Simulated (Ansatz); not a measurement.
What each rung costs, and what it gives

Saddle point of SnH$_{5}$SBr, closed shell (SnH₃Br ([Br][SnH3]) + H₂S → SnH₄S ([SH][SnH3]) + HBr; bonds formed: Sn1–S7, Br2–H6; bonds broken: Sn1–Br2, H6–S7), PBE0-D4/def2-TZVP structure:

Sn1  (-0.878, -0.485, -0.222)
Br2  (1.809, -1.500, 0.374)
H3  (-0.759, -1.431, -1.621)
H4  (-1.224, -1.132, 1.307)
H5  (-2.109, 0.694, -0.516)
H6  (1.705, 0.450, 0.011)
S7  (0.830, 1.550, -0.313)
H8  (0.626, 1.854, 0.981)
(Å)

Barriers are electronic and count from the start structure reached by relaxing down the imaginary mode.

Computed with Ansatz 0.2.0 (basis: as named in each row); correlated methods freeze the cores. Filled d shells of the heavier atoms are correlated. Core potentials replace the inner electrons of the atoms past krypton. The def2 sets are not built for correlating such inner shells, so the correlated values are less sure here. B3LYP uses VWN-RPA correlation. Extrapolation: Hartree–Fock as exp(−7.88 √X), correlation as X^−2.97.

Times are rough, for one single point on 4 threads of a shared host (Arm Neoverse V1).

The estimate by CCSD(T) at an estimated basis limit (MP2 extrapolated from triple and quadruple zeta, plus CCSD(T) − MP2 in triple zeta) is 111.7 kJ/mol.

```json
{"method": "SPW92", "basis": "def2-SVP", "time (s)": "under 1", "barrier (kJ/mol)": "58.1", "method less estimate": "-53.6"}
{"method": "PBE-D4", "basis": "def2-SVP", "time (s)": "under 1", "barrier (kJ/mol)": "78.4", "method less estimate": "-33.3"}
{"method": "SPW92", "basis": "def2-TZVPP", "time (s)": "1", "barrier (kJ/mol)": "60.0", "method less estimate": "-51.6"}
{"method": "PBE0-D4", "basis": "def2-SVP", "time (s)": "1", "barrier (kJ/mol)": "95.5", "method less estimate": "-16.2"}
{"method": "PBE-D4", "basis": "def2-TZVPP", "time (s)": "2", "barrier (kJ/mol)": "78.9", "method less estimate": "-32.8"}
{"method": "BLYP-D4", "basis": "def2-TZVPP", "time (s)": "2", "barrier (kJ/mol)": "89.4", "method less estimate": "-22.3"}
{"method": "B3LYP-D4", "basis": "def2-TZVPP", "time (s)": "3", "barrier (kJ/mol)": "102.5", "method less estimate": "-9.2"}
{"method": "BHLYP-D4", "basis": "def2-TZVPP", "time (s)": "3", "barrier (kJ/mol)": "119.8", "method less estimate": "8.1"}
{"method": "PBE0-D4", "basis": "def2-TZVPP", "time (s)": "3", "barrier (kJ/mol)": "95.3", "method less estimate": "-16.4"}
{"method": "CAM-B3LYP-D4", "basis": "def2-TZVPP", "time (s)": "3", "barrier (kJ/mol)": "115.1", "method less estimate": "3.5"}
{"method": "r2SCAN-D4", "basis": "def2-TZVPP", "time (s)": "4", "barrier (kJ/mol)": "90.7", "method less estimate": "-20.9"}
{"method": "RPA on PBE", "basis": "def2-TZVPP", "time (s)": "4", "barrier (kJ/mol)": "119.4", "method less estimate": "7.8"}
{"method": "r2SCAN0-D4", "basis": "def2-TZVPP", "time (s)": "5", "barrier (kJ/mol)": "102.5", "method less estimate": "-9.2"}
{"method": "wB97M-V", "basis": "def2-SVP", "time (s)": "5", "barrier (kJ/mol)": "113.2", "method less estimate": "1.5"}
{"method": "B2PLYP", "basis": "def2-TZVPP", "time (s)": "5", "barrier (kJ/mol)": "112.2", "method less estimate": "0.6"}
{"method": "CCSD(T)", "basis": "def2-SVP", "time (s)": "6", "barrier (kJ/mol)": "129.2", "method less estimate": "17.6"}
{"method": "PBE-QIDH", "basis": "def2-TZVPP", "time (s)": "6", "barrier (kJ/mol)": "109.1", "method less estimate": "-2.6"}
{"method": "wB97X-V", "basis": "def2-TZVPP", "time (s)": "8", "barrier (kJ/mol)": "117.8", "method less estimate": "6.2"}
{"method": "B97M-V", "basis": "def2-TZVPP", "time (s)": "8", "barrier (kJ/mol)": "106.6", "method less estimate": "-5.1"}
{"method": "wB97M-V", "basis": "def2-TZVPP", "time (s)": "8", "barrier (kJ/mol)": "113.9", "method less estimate": "2.2"}
{"method": "MP2", "basis": "def2-QZVPP", "time (s)": "16", "barrier (kJ/mol)": "109.6", "method less estimate": "-2.1"}
{"method": "CCSD(T)", "basis": "def2-TZVPP", "time (s)": "130", "barrier (kJ/mol)": "119.0", "method less estimate": "7.3"}
```

All methods are single points on the PBE0-D4 structures.

The T1 diagnostic stays at or below 0.012.

Exchanges of this kind with a chalcogen hydride build sulfide and selenide films.

Labels in which every atom is bracketed show which atoms are joined, not bond orders.
